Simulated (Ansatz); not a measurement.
CH5ClSn, SMILES `Cl[CH2][SnH3]`, relaxed with RKS PBE0-D4/def2-TZVP in Ansatz from a PBE-D4/def2-SVP geometry. The force threshold is 0.005 eV/Å; the program also tests the step.

The species carries charge 0 and has multiplicity 1. Sn takes the def2 core potential.

Start:

```xyz
8

Cl    0.366    1.249    1.975
C     0.442    1.023    0.190
Sn   -0.385   -0.932   -0.344
H     1.499    1.104   -0.124
H    -0.135    1.839   -0.286
H     0.546   -2.141    0.459
H    -0.308   -1.161   -2.059
H    -2.024   -0.982    0.189
```

**Question.** How much energy does the relaxation release, and in how many steps? (Estimate.)

**Answer.** The calculation gave: 3.17 kJ/mol, in 6 steps, 1 of them rejected.

**Question.** Which bonds change most? (Best estimate.)

**Answer.** The calculation gave: C2–Sn3 from 2.189 to 2.158 Å; Sn3–H7 from 1.732 to 1.710 Å; Sn3–H8 from 1.724 to 1.703 Å; Sn3–H6 from 1.724 to 1.703 Å.

**Question.** Give the relaxed structure. (Best estimate.)

**Answer.** Computed: 
```xyz
8

Cl    0.370    1.259    1.948
C     0.434    1.004    0.186
Sn   -0.383   -0.925   -0.333
H     1.475    1.082   -0.121
H    -0.133    1.806   -0.284
H     0.539   -2.125    0.448
H    -0.296   -1.122   -2.029
H    -2.005   -0.978    0.184
```
